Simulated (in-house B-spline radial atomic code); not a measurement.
A calculation on Pb⁺: its settings, and results tabulated from the run. All numbers are computed (Dirac-Kohn-Sham HSE06, spherical fractional occupations, exact exchange averaged over the configuration; Fermi nucleus of rms radius 5.5012 fm) with an all-electron radial atomic-structure program (B-spline basis), not measured.

Command:
```bash
python run_scf.py task.json out
```
Settings (nuclear radius in fm, mass in u):
```
Z                82
configuration    [Xe] 4f14 5d10 6s2 6p1
hamiltonian      dirac
method           hse06
spin_polarised   False
nucleus          fermi
rms_radius       5.5012
atomic_mass      207.97665
speed_of_light   137.035999084
exact_exchange   averaged over the configuration
```

Output (hartree, bohr):
```
 radial grid: 81 intervals, B-splines of order 8, outer radius 60 bohr

 iter        energy (Eh)    residual
    1      -20919.743321    9.33e-01
    2      -20919.792626    2.14e-01
    3      -20921.024859    3.60e-02
    4      -20921.048578    9.72e-03
    5      -20921.048748    3.83e-03
    6      -20921.048990    2.21e-03
    7      -20921.049104    6.47e-05
    8      -20921.049104    1.82e-05
    9      -20921.049104    7.72e-07

 total energy                    -20921.04910
 kinetic                           24323.5713
 electron-nucleus                 -52906.2914
 Hartree                            8050.2512
 exact exchange                      -93.9726
 exchange-correlation               -294.6077

 first-order corrections (not in the total)
   Gaunt                            27.7168
   retardation                      -2.9397
   frequency dependence             -0.5581
   self-energy                      20.9958
   Uehling                          -4.4581
   Wichmann-Kroll                    0.2051
   recoil                            0.0329

 orbital      occ     eigenvalue          <r>       <r^2>       <1/r>     <1/r^2>       r_max    small
 1s1/2      2.000     -3237.4266     0.016056 0.000357508      101.25     25943.2    0.009845  9.78e-02
 2s1/2      2.000      -580.3025    0.0669102  0.00536506     25.0452     3765.11     0.05737  2.26e-02
 2p1/2      2.000      -557.1763    0.0548971  0.00377752     24.9947     1188.47       0.042  2.27e-02
 2p3/2      4.000      -476.6958    0.0638057  0.00495835      19.962     545.454      0.0497  1.99e-02
 3s1/2      2.000      -140.1656     0.173897   0.0347398     9.18913     867.515      0.1614  7.60e-03
 3p1/2      2.000      -129.7056     0.164418   0.0315835     9.09817     280.342      0.1504  7.54e-03
 3p3/2      4.000      -111.6906     0.180645   0.0379052     7.78395     130.746      0.1659  6.75e-03
 3d3/2      4.000       -94.4949     0.157004   0.0289376     7.67819     74.0255      0.1289  6.63e-03
 3d5/2      6.000       -90.6699     0.161924   0.0306511     7.38539     67.2802      0.1332  6.42e-03
 4s1/2      2.000       -32.3131     0.384092    0.166641     3.89725     224.687      0.3629  2.61e-03
 4p1/2      2.000       -27.7682       0.3854    0.169118     3.78726     71.4718      0.3605  2.51e-03
 4p3/2      4.000       -23.3457     0.419393    0.199916     3.33861     33.6607      0.3918  2.22e-03
 4d3/2      4.000       -15.9290     0.424274    0.207937     3.14016      17.911      0.3832  2.01e-03
 4d5/2      6.000       -15.1008     0.435266    0.218634     3.03783     16.2604      0.3928  1.93e-03
 5s1/2      2.000        -5.7706     0.857375    0.823734     1.60894     47.8001      0.7917  6.91e-04
 5p1/2      2.000        -4.2012     0.916354    0.946922     1.48669     14.0263      0.8304  6.05e-04
 5p3/2      4.000        -3.3759      1.00656     1.14327     1.32257     6.60145      0.9062  5.11e-04
 4f5/2      6.000        -5.4876     0.450302    0.242707      2.6964     8.98231      0.3481  1.57e-03
 4f7/2      8.000        -5.3009     0.456555    0.249445     2.65717     8.70328      0.3526  1.54e-03
 5d3/2      4.000        -1.1857         1.27     1.87261     1.03527     2.56185       1.053  3.26e-04
 5d5/2      6.000        -1.0889      1.31737     2.01824     0.99477     2.28485       1.085  3.04e-04
 6s1/2      2.000        -0.7289       2.2616     5.77324    0.566967     6.07586       1.961  1.04e-04
 6p1/2      0.333        -0.4378      2.76948     8.73608    0.457012     1.32887       2.333  6.62e-05
 6p3/2      0.667        -0.3698      3.09508     10.8926    0.404324    0.626356       2.609  5.22e-05
```

Cost of the run: 17 s on 1 thread of Arm Neoverse N1, on a shared host.

For the Dirac Hamiltonian the kinetic term is c α·p + (β - 1)c².
